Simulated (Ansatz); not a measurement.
Several settings on one geometry of Pd2S2⁻ (the lowest doublet isomer of a short search) (that of the charge -1 doublet, PBE0-D4/def2-SVPD). Ansatz on 4 threads of AMD EPYC 9R45 on a shared host; times are rough.

```xyz
4

Pd   -0.064    1.385   -0.048
Pd    0.064   -1.385    0.048
S    -1.766   -0.081    0.028
S     1.766    0.081   -0.028
```

Totals from different functionals, basis sets or treatments of relativity can't be compared as stabilities.

In the def2 sets Pd takes a core potential; there is no spin–orbit coupling. LC-ωPBE has ω = 0.4 bohr⁻¹.

Task: Give the basis size and estimate the energy, ⟨S²⟩ and time of these runs.

```csv
run,method,charge,state,further keys
1,UKS ωPBEh/def2-mTZVPP,-1,doublet,scf: {omitted_lower_state_checks: [starts]}; forces asked
2,UKS r2SCAN50/def2-mTZVP,-1,doublet,scf: {omitted_lower_state_checks: [starts]}; forces asked
3,UKS LC-ωPBE/def2-TZVP,-1,doublet,scf: {omitted_lower_state_checks: [starts]}; forces asked
```

Result: 
| run | functions | energy (Eh) | ⟨S²⟩ | wall time |
| --- | --- | --- | --- | --- |
| 1 | 120 | -1052.1007 | 0.76 | 2.6 s |
| 2 | 110 | -1052.1594 | 1.29 | 16 s |
| 3 | 154 | -1052.1419 | 1.15 | 15 s |

The highest occupied level of an anion often lies above zero with these methods, and sets without diffuse functions describe the outer electron poorly. At UKS r2SCAN50/def2-mTZVP, UKS LC-ωPBE/def2-TZVP the charge -1 doublet is spin-contaminated (final ⟨S²⟩ up to 1.29, 0.75 for a pure state).
